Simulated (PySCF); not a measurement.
A species of formula C5H4FNO3 has this rotational fingerprint, computed with wB97X-D/def2-SVPD in PySCF (dipole) on a GFN2-xTB geometry, gas phase:

```
Rotational constants : A = 2226, B = 976.1, C = 807.7 MHz
Dipole components    : |μa| = 1.58 D, |μb| = 2.14 D, |μc| = 0.61 D
Inertial defect      : -119.04 u·Å²
κ                    : -0.76
```

Question: Which candidate fits, each taken in the one conformer that was computed?
A. `[CH3:1][O:2][C:3](=[O:4])[C@@:5]1([C:6]#[N:7])[O:8][C@H:9]1[F:10]` with C1–O2–C3–O4 0°, O2–C3–C5–C6 -152°
B. `[N:1]#[C:2][C@@:3]1([CH2:4][O:5][CH:6]=[O:7])[O:8][C@@H:9]1[F:10]` with C2–C3–C4–O5 42°, C3–C4–O5–C6 -94°, C4–O5–C6–O7 -1°

Answer: B. It is N#C[C@@]1(COC=O)O[C@@H]1F, an asymmetric top, point group C1. The candidates at the same level (rigid rotor, commonest isotopes):

| SMILES | A (MHz) | B (MHz) | C (MHz) | μa (D) | μb (D) | μc (D) | Δ (u·Å²) | point group | rotor |
| --- | --- | --- | --- | --- | --- | --- | --- | --- | --- |
| N#C[C@@]1(COC=O)O[C@@H]1F | 2226 | 976.1 | 807.7 | 1.58 | 2.14 | 0.61 | -119.04 | C1 | asymmetric top |
| COC(=O)[C@@]1(C#N)O[C@H]1F | 1833 | 1220 | 855.4 | 2.85 | 2.44 | 0.30 | -99.30 | C1 | asymmetric top |

`COC(=O)[C@@]1(C#N)O[C@H]1F` has B 25 % too high. No structure here is proved a minimum.
